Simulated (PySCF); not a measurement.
Vertical excitation energies

Species: C7H12BN.
Numbering: `[N:1]#[C:2][CH2:3][B:4]1[CH2:5][CH2:6][CH2:7][CH2:8][CH2:9]1` (hydrogens: H10, H11 on C3; H12, H13 on C5; H14, H15 on C6; H16, H17 on C7; H18, H19 on C8; H20, H21 on C9)

Method: TDDFT B3LYP/def2-SVPD, vertical, gas phase, core orbitals frozen in the response in PySCF 2.14.0, density-fitted response routines. One conformer (not necessarily the lowest) at the PBE0-D3(BJ)/def2-SVP geometry, without solvent, vibrations or thermal averaging.

```tsv
state	E (eV)	λ (nm)	ν̃ (cm⁻¹)	f	|μ| (D)	main configurations (H = HOMO, L = LUMO)
S1	5.64	219.9	45480	0.0009	0.21	H→L (98%)
S2	5.93	209.2	47800	0.0010	0.21	H-1→L (97%)
S3	6.93	178.8	55920	0.0015	0.24	H-3→L (96%)
S4	6.96	178.1	56150	0.024	0.94	H-2→L (93%)
S5	7.06	175.7	56910	0.011	0.64	H→L+1 (88%), H-4→L (9%)
S6	7.08	175.2	57090	0.0006	0.15	H-4→L (84%), H→L+1 (9%)
S7	7.23	171.4	58340	0.0067	0.49	H-1→L+1 (91%)
S8	7.45	166.5	60080	0.026	0.96	H-5→L (90%)
S9	7.46	166.2	60190	0.0092	0.57	H-1→L+3 (42%), H-1→L+2 (15%), H-5→L (8%)
S10	7.81	158.8	62960	0.0009	0.18	H-6→L (68%), H-8→L (10%), H-7→L (9%)
```

Triplets (Tamm–Dancoff): T1 5.22 eV, H→L (94%); T2 5.61 eV, H-1→L (93%); T3 6.31 eV, H-2→L+3 (30%), H-1→L+6 (13%), H-2→L+2 (8%); T4 6.74 eV, H-3→L (67%), H-2→L (15%).

The lowest singlet lies at 5.64 eV (220 nm, ultraviolet) and is very weak; its leading configuration is HOMO→LUMO (98%). The strongest level in the table is S8 at 7.45 eV (166 nm, f = 0.026). Löwdin shares by element: HOMO carbon 42% or more, boron 18% (atoms not listed hold the other 40%); LUMO boron 42%, carbon 33% or more (atoms not listed hold the other 26%). The oscillator strengths of these states sum to 0.082; summed over the whole spectrum of an exact calculation they would give the number of electrons, 66 (Thomas–Reiche–Kuhn). Of the 10 states listed, 3 reach f = 0.01 and none stays under 0.0005. Weighted by f, the mean energy of these states is 7.19 eV. The vertical ionisation energy (ΔSCF) is 10.01 eV, 2.20 eV above S10. The window holds the lowest 10 singlets.
